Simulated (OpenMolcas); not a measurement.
# Co2+, Rh2+, Ir2+: d7 down the group

| Quantity | Value |
| --- | --- |
| Program | OpenMolcas 26.06 |
| Method | XMS-CASPT2, IPEA 0.25 Eh, imaginary shift 0.1 Eh |
| Basis | ANO-RCC-VTZP |
| Scalar Hamiltonian | DKH2, point nucleus |
| Spin-orbit coupling | RASSI with atomic mean-field integrals over the reference wave functions, term energies averaged over their components |

Active space for each ion: 7 electrons in 5 orbitals (d); closed shells correlated by CASPT2: Co2+ 3s 3p; Rh2+ 4s 4p; Ir2+ 5s 5p.

Computed levels in cm-1 above 4F 9/2:

| Level | Co2+ | Rh2+ | Ir2+ |
| --- | --- | --- | --- |
| 4F 7/2 | 855 | 2080 | 7690 |
| 4F 5/2 | 1481 | 3420 | 9160 |
| 4P 5/2 | 15650 | 11620 | 14150 |
| 4P 1/2 | 16320 | 13040 | 17210 |
| 2G 9/2 | 17480 | 14250 | 15970 |
| 2G 7/2 | 18290 | 16290 | 21620 |
| 2P 1/2 | 21290 | 19010 | 28070 |
| 2D 5/2(1) | 23390 | 19490 | 24460 |
| 2H 11/2 | 23580 | 19040 | 21590 |
| weight of 4F in the lowest level (%) | 100 | 98 | 85 |

Mixed levels, with the weight of the term that names them: Ir2+ 4F 5/2 (62 %), Ir2+ 4P 1/2 (71 %), Ir2+ 2G 9/2 (61 %), Ir2+ 2P 1/2 (71 %), Ir2+ 2D 5/2(1) (75 %).

Measured, with the error of the calculation in %. Measured levels: Co2+ from Sugar and Corliss, J. Phys. Chem. Ref. Data 10, 1097 (1981); Rh2+ from the list in Shadmi, J. Res. Natl. Bur. Stand. 70A, 435 (1966).

```csv
Level,Co2+,Rh2+
4F 7/2,841 (+1.6),2148 (-3.1)
4F 5/2,1451 (+2.0),3486 (-1.9)
4P 5/2,15202 (+2.9),11062 (+5.0)
4P 1/2,15811 (+3.2),
2G 9/2,16978 (+2.9),
2G 7/2,17766 (+2.9),
2D 5/2(1),23059 (+1.4),
2H 11/2,22720 (+3.8),
```

The fine-structure level 4F 5/2 changes by a factor of 6.19 from Co2+ to Ir2+.

Without spin-orbit coupling 4P lies 15090, 10270, 8620 cm-1 above 4F in that order; the difference to the level 4P 5/2, of either sign, comes from spin-orbit coupling, which also lowers the zero.

CASPT2 does not keep the components of a term degenerate, so their means are used; among the terms shown or strongly mixed into the levels shown the widest spread is 3100 cm-1 (4d7 2H, Rh2+). The CASPT2 spread within a term exceeds the gap to the next term for 3d7 2D(1) and 3d7 2H, so the order of their levels is uncertain (figures for Co2+; the like holds for Rh2+, Ir2+). Levels of configurations with an s electron are missing; early in the row they begin among the upper levels of the d shell and mix with terms of their name (holds for Rh2+). Configurations with an s electron lie low in 5d ions of this charge, fall among these levels and mix in, so low-spin terms can stand far too high, up to twice their true height, and weights are not those of the real levels (holds for Ir2+). Measured partners are found by configuration, term and J. A level has none where our copy of the source lacks it or the pairing is in doubt (some pairs that miss far off the trend of their configuration count as doubtful), and it then counts in no deviation. Only configurations of the active space appear.

A number in round brackets counts repeated terms of one configuration in the order of the reference energies.
